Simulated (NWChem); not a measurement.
All runs are NWChem calculations. System: F$_{5}$Te, charge 0, spin multiplicity 2, displaced from the optimised geometry. The structure started from a generated list of species. Its SCF solution wasn't tested for a lower state.

The NWChem input:

```
start mol
memory heap 200 mb stack 900 mb global 1100 mb
geometry units angstroms nocenter noautoz
  F      1.965050     0.000000     0.183521
  Te     0.000000     0.000000     0.173346
  F      0.000000     1.965047     0.183732
  F      0.000000    -1.965047     0.183732
  F      0.000000     0.000000    -1.736061
  F     -1.965050     0.000000     0.183521
  symmetry group C2v
end
basis spherical
  * library def2-svp
end
ecp
  Te library def2-ecp
end
dft
  xc b3lyp
  odft
  mult 2
  semidirect memsize 60000000 filesize 0
  iterations 100
  convergence nodiis damp 40
end
task dft gradient
```

The output up to the point where the run's verdict is printed (cleaned and shortened):

```
             Northwest Computational Chemistry Package (NWChem) 7.3.0
             --------------------------------------------------------

                                NWChem Input Module
                                -------------------

 Scaling coordinates for geometry "geometry" by  1.889725989
 (inverse scale =  0.529177249)

 Turning off AUTOSYM since
 SYMMETRY directive was detected!

                             Geometry "geometry" -> ""
                             -------------------------

 Output coordinates in angstroms (scale by  1.889725989 to convert to a.u.)

  No.       Tag          Charge          X              Y              Z
 ---- ---------------- ---------- -------------- -------------- --------------
    1 F                    9.0000     1.96505000     0.00000000     0.18352100
    2 Te                  52.0000     0.00000000     0.00000000     0.17334600
    3 F                    9.0000     0.00000000     1.96504700     0.18373200
    4 F                    9.0000     0.00000000    -1.96504700     0.18373200
    5 F                    9.0000     0.00000000     0.00000000    -1.73606100
    6 F                    9.0000    -1.96505000     0.00000000     0.18352100

 Effective nuclear repulsion energy (a.u.)     779.7367075420

            Nuclear Dipole moment (a.u.)
            ----------------------------
        X                 Y               Z
 ---------------- ---------------- ----------------
     0.0000000000     0.0000000000    -0.0000056692

      Symmetry information
      --------------------

 Group name             C2v
 Group number             16
 Group order               4
 No. of unique centers     4

      Symmetry unique atoms

     1    2    3    5


 Summary of "ao basis" -> "" (spherical)
 ------------------------------------------------------------------------------
       Tag                 Description            Shells   Functions and Types
 ---------------- ------------------------------  ------  ---------------------
 *                          def2-svp                  on all atoms

                                 NWChem DFT Module
[...]
 d= 0,ls=0.5         73   -626.2830686998 -7.24D+01  1.64D-01               8.5
                                                     1.62D-01
 d= 0,ls=0.5         74   -553.8543365261  7.24D+01  1.64D-01               8.6
                                                     1.62D-01
 d= 0,ls=0.5         75   -626.2830686998 -7.24D+01  1.64D-01               8.7
                                                     1.62D-01
 d= 0,ls=0.5         76   -553.8543365261  7.24D+01  1.64D-01               8.8
                                                     1.62D-01
 d= 0,ls=0.5         77   -626.2830686998 -7.24D+01  1.64D-01               8.9
                                                     1.62D-01
 d= 0,ls=0.5         78   -553.8543365261  7.24D+01  1.64D-01               9.0
                                                     1.62D-01
 d= 0,ls=0.5         79   -626.2830686998 -7.24D+01  1.64D-01               9.1
                                                     1.62D-01
 d= 0,ls=0.5         80   -553.8543365261  7.24D+01  1.64D-01               9.2
                                                     1.62D-01
 d= 0,ls=0.5         81   -626.2830686998 -7.24D+01  1.64D-01               9.3
                                                     1.62D-01
 d= 0,ls=0.5         82   -553.8543365261  7.24D+01  1.64D-01               9.5
                                                     1.62D-01
 d= 0,ls=0.5         83   -626.2830686998 -7.24D+01  1.64D-01               9.6
                                                     1.62D-01
 d= 0,ls=0.5         84   -553.8543365261  7.24D+01  1.64D-01               9.6
                                                     1.62D-01
 d= 0,ls=0.5         85   -626.2830686998 -7.24D+01  1.64D-01               9.7
                                                     1.62D-01
 d= 0,ls=0.5         86   -553.8543365261  7.24D+01  1.64D-01               9.8
                                                     1.62D-01
 d= 0,ls=0.5         87   -626.2830686998 -7.24D+01  1.64D-01               9.9
                                                     1.62D-01
 d= 0,ls=0.5         88   -553.8543365261  7.24D+01  1.64D-01              10.0
                                                     1.62D-01
 d= 0,ls=0.5         89   -626.2830686998 -7.24D+01  1.64D-01              10.1
                                                     1.62D-01
 d= 0,ls=0.5         90   -553.8543365261  7.24D+01  1.64D-01              10.2
                                                     1.62D-01
 d= 0,ls=0.5         91   -626.2830686998 -7.24D+01  1.64D-01              10.3
                                                     1.62D-01
 d= 0,ls=0.5         92   -553.8543365261  7.24D+01  1.64D-01              10.4
                                                     1.62D-01
 d= 0,ls=0.5         93   -626.2830686998 -7.24D+01  1.64D-01              10.5
                                                     1.62D-01
 d= 0,ls=0.5         94   -553.8543365261  7.24D+01  1.64D-01              10.6
                                                     1.62D-01
 d= 0,ls=0.5         95   -626.2830686998 -7.24D+01  1.64D-01              10.7
                                                     1.62D-01
 d= 0,ls=0.5         96   -553.8543365261  7.24D+01  1.64D-01              10.9
                                                     1.62D-01
 d= 0,ls=0.5         97   -626.2830686998 -7.24D+01  1.64D-01              11.0
                                                     1.62D-01
 d= 0,ls=0.5         98   -553.8543365261  7.24D+01  1.64D-01              11.1
                                                     1.62D-01
 d= 0,ls=0.5         99   -626.2830686998 -7.24D+01  1.64D-01              11.2
                                                     1.62D-01
 d= 0,ls=0.5        100   -553.8543365261  7.24D+01  1.64D-01              11.3
                                                     1.62D-01
```

The run did not converge; its last values are not results. The next line reads: Calculation failed to converge. NWChem stopped with the message: dft gradient failed.
